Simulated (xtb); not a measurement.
FGa, triplet, from a rough starting geometry (GFN-xTB shapes and energies of metal compounds can be far from the true ones) (the spin is typed, not shown lowest); xtb with GFN2-xTB.

The xtb input:
```
$ xtb mol.xyz --gfn 2 --uhf 2 --opt vtight --json

# file mol.xyz
2

Ga    -0.55783220    -0.45326695    -0.65812658
F      0.47351573     0.42622005     0.63946246
```

Task: Predict the main parts of the log of this xtb run.

Result: 
```
   ID    Z sym.   atoms
    1   31 Ga     1
    2    9 F      2

           -------------------------------------------------
          |                Calculation Setup                |
           -------------------------------------------------

           -------------------------------------------------
          |                 G F N 2 - x T B                 |
           -------------------------------------------------

          ...................................................
          :                      SETUP                      :
          :.................................................:
          :  # basis functions                  14          :
          :  # atomic orbitals                  13          :
          :  # shells                            5          :
          :  # electrons                        10          :
          :  max. iterations                   250          :
          :  Hamiltonian                  GFN2-xTB          :
          :  restarted?                      false          :
          :  GBSA solvation                  false          :
          :  PC potential                    false          :
          :  electronic temp.          300.0000000     K    :
          :  accuracy                    1.0000000          :
          :  -> integral cutoff          0.2500000E+02      :
          :  -> integral neglect         0.1000000E-07      :
          :  -> SCF convergence          0.1000000E-05 Eh   :
          :  -> wf. convergence          0.1000000E-03 e    :
          :  Broyden damping             0.4000000          :
          :  net charge                          0          :
          :  unpaired electrons                  2          :
          ...................................................

 iter      E             dE          RMSdq      gap      omega  full diag
   1     -5.7405025 -0.574050E+01  0.700E+00    0.00       0.0  T
   2     -5.7318379  0.866468E-02  0.508E+00    0.00       1.0  T
   3     -5.7645573 -0.327195E-01  0.247E+00    0.00       1.0  T
   4     -5.7703788 -0.582150E-02  0.637E-01    0.00       1.0  T
   5     -5.7698540  0.524770E-03  0.447E-01    0.00       1.0  T
   6     -5.7704253 -0.571281E-03  0.914E-02    0.00       1.0  T
   7     -5.7704358 -0.104720E-04  0.421E-02    0.00       1.7  T
   8     -5.7704369 -0.114669E-05  0.212E-02    0.00       3.3  T
   9     -5.7704375 -0.550731E-06  0.950E-03    0.00       7.4  T
  10     -5.7704376 -0.117810E-06  0.143E-03    0.00      49.4  T
  11     -5.7704376 -0.334446E-08  0.418E-04    0.00     169.1  T
  12     -5.7704376 -0.364333E-09  0.127E-05    0.00    5552.0  T

   *** convergence criteria satisfied after 12 iterations ***

 transition dipole moment (au) for excitation:           5           6
     X       Y       Z
  -0.2651   1.0104  -0.4742  total (au/Debye):    1.147   2.916
 dE (eV)             :    8.158
 oscillator strength :  0.37201E+00

         :::::::::::::::::::::::::::::::::::::::::::::::::::::
         ::                     SUMMARY                     ::
         :::::::::::::::::::::::::::::::::::::::::::::::::::::
         :: total energy              -5.769418040034 Eh    ::
         :: gradient norm              0.009670822985 Eh/a0 ::
         :: HOMO-LUMO gap              0.000000000000 eV    ::
         ::.................................................::
         :: SCC energy                -5.770437618717 Eh    ::
         :: -> isotropic ES            0.014967756870 Eh    ::
         :: -> anisotropic ES          0.000334662406 Eh    ::
         :: -> anisotropic XC         -0.000247482006 Eh    ::
         :: -> dispersion             -0.000336497610 Eh    ::
         :: repulsion energy           0.001019578684 Eh    ::
         :: add. restraining           0.000000000000 Eh    ::
         :: total charge               0.000000000070 e     ::
         :::::::::::::::::::::::::::::::::::::::::::::::::::::

      -----------------------------------------------------------
     |                   =====================                   |
     |                        A N C O P T                        |
     |                   =====================                   |
     |               Approximate Normal Coordinate               |
     |                Rational Function Optimizer                |
      -----------------------------------------------------------
      -----------------------------------------------------------
     |                   =====================                   |
     |                        A N C O P T                        |
     |                   =====================                   |
     |               Approximate Normal Coordinate               |
     |                Rational Function Optimizer                |
      -----------------------------------------------------------

          ...................................................
          :                      SETUP                      :
          :.................................................:
          :   optimization level         verytight          :
          :   max. optcycles                   200          :
          :   ANC micro-cycles                  20          :
          :   degrees of freedom                 1          :
          :.................................................:
          :   RF solver                   davidson          :
          :   write xtbopt.log                true          :
          :   linear (good luck)              true          :
          :   energy convergence         0.1000000E-06 Eh   :
          :   grad. convergence          0.2000000E-03 Eh/α :
          :   maxmium RF displ.          1.0000000          :
          :   Hlow (freq-cutoff)         0.1000000E-01      :
          :   Hmax (freq-cutoff)         5.0000000          :
          :   S6 in model hess.         20.0000000          :
[...]
 * total energy  :    -5.7694180 Eh     change       -0.2513545E-12 Eh
 * total energy  :    -5.7695561 Eh     change       -0.1380915E-03 Eh
 * total energy  :    -5.7697946 Eh     change       -0.2384968E-03 Eh
 * total energy  :    -5.7697975 Eh     change       -0.2911255E-05 Eh
 * total energy  :    -5.7697980 Eh     change       -0.4208472E-06 Eh
 * total energy  :    -5.7697980 Eh     change       -0.2802647E-10 Eh
   *** GEOMETRY OPTIMIZATION CONVERGED AFTER 6 ITERATIONS ***
[...]
          :  # basis functions                  14          :
          :  # atomic orbitals                  13          :
          :  # shells                            5          :
          :  # electrons                        10          :
          :  max. iterations                   250          :
          :  Hamiltonian                  GFN2-xTB          :
          :  restarted?                      false          :
          :  GBSA solvation                  false          :
          :  PC potential                    false          :
          :  electronic temp.          300.0000000     K    :
          :  accuracy                    1.0000000          :
          :  -> integral cutoff          0.2500000E+02      :
          :  -> integral neglect         0.1000000E-07      :
          :  -> SCF convergence          0.1000000E-05 Eh   :
          :  -> wf. convergence          0.1000000E-03 e    :
          :  Broyden damping             0.4000000          :
          :  net charge                          0          :
          :  unpaired electrons                  2          :
          ...................................................

 iter      E             dE          RMSdq      gap      omega  full diag
   1     -5.7703707 -0.577037E+01  0.322E-05    0.00       0.0  T
   2     -5.7703707  0.155431E-12  0.199E-05    0.00    3547.1  T
   3     -5.7703707  0.753175E-12  0.224E-05    0.00    3157.8  T

   *** convergence criteria satisfied after 3 iterations ***

 transition dipole moment (au) for excitation:           5           6
     X       Y       Z
   0.2000  -0.9886   0.5111  total (au/Debye):    1.131   2.874
 dE (eV)             :    8.158
 oscillator strength :  0.36136E+00

         :::::::::::::::::::::::::::::::::::::::::::::::::::::
         ::                     SUMMARY                     ::
         :::::::::::::::::::::::::::::::::::::::::::::::::::::
         :: total energy              -5.769797960506 Eh    ::
         :: gradient norm              0.000000042507 Eh/a0 ::
         :: HOMO-LUMO gap              0.000000000000 eV    ::
         ::.................................................::
         :: SCC energy                -5.770370730087 Eh    ::
         :: -> isotropic ES            0.014406172346 Eh    ::
         :: -> anisotropic ES          0.000423140476 Eh    ::
         :: -> anisotropic XC         -0.000136342392 Eh    ::
         :: -> dispersion             -0.000338005440 Eh    ::
         :: repulsion energy           0.000572769581 Eh    ::
         :: add. restraining           0.000000000000 Eh    ::
         :: total charge               0.000000000638 e     ::
         :::::::::::::::::::::::::::::::::::::::::::::::::::::

           -------------------------------------------------
          |                Property Printout                |
           -------------------------------------------------

    * Orbital Energies and Occupations

         #    Occupation            Energy/Eh            Energy/eV
      -------------------------------------------------------------
         1        2.0000           -0.8465688             -23.0363
         2        2.0000           -0.5786817             -15.7467
         3        2.0000           -0.5438971             -14.8002
         4        2.0000           -0.5438971             -14.8002
         5        1.0000           -0.5036669             -13.7055
         6        0.5000           -0.2038825              -5.5479 (HOMO)
         7        0.5000           -0.2038825              -5.5479 (LUMO)
         8                         -0.1433242              -3.9001
         9                         -0.0716902              -1.9508
        10                         -0.0716902              -1.9508
        11                         -0.0217495              -0.5918
        12                         -0.0217495              -0.5918
        13                          0.4809079              13.0862
      -------------------------------------------------------------
                  HL-Gap            0.0000000 Eh            0.0000 eV
             Fermi-level           -0.3636739 Eh           -9.8961 eV

     #   Z          covCN         q      C6AA      α(0)
     1  31 Ga       0.673     0.096   339.444    47.103
     2   9 F        0.673    -0.096    10.236     3.777

 Mol. C6AA /au·bohr⁶  :        442.054937
 Mol. C8AA /au·bohr⁸  :      42386.274212
 Mol. α(0) /au        :         50.880314

Wiberg/Mayer (AO) data.
largest (>0.10) Wiberg bond orders for each atom

 ---------------------------------------------------------------------------
     #   Z sym  total        # sym  WBO       # sym  WBO       # sym  WBO
 ---------------------------------------------------------------------------
     1  31 Ga   1.155 --     2 F    1.155
     2   9 F    1.155 --     1 Ga   1.155
 ---------------------------------------------------------------------------

Topologies differ in total number of bonds
Writing topology from bond orders to xtbtopo.mol

molecular dipole:
                 x           y           z       tot (Debye)
 q only:       -0.194      -0.165      -0.244
   full:       -0.363      -0.310      -0.457       1.679
molecular quadrupole (traceless):
                xx          xy          yy          xz          yz          zz
 q only:        0.022       0.027      -0.011       0.034       0.014      -0.011
  q+dip:        0.002       0.382      -0.167       0.553       0.442       0.165
   full:        0.009       0.318      -0.139       0.459       0.362       0.130

optimized geometry written to: xtbopt.xyz

           -------------------------------------------------
          | TOTAL ENERGY               -5.769797960506 Eh   |
          | GRADIENT NORM               0.000000042507 Eh/α |
          | HOMO-LUMO GAP               0.000000000000 eV   |
           -------------------------------------------------
```
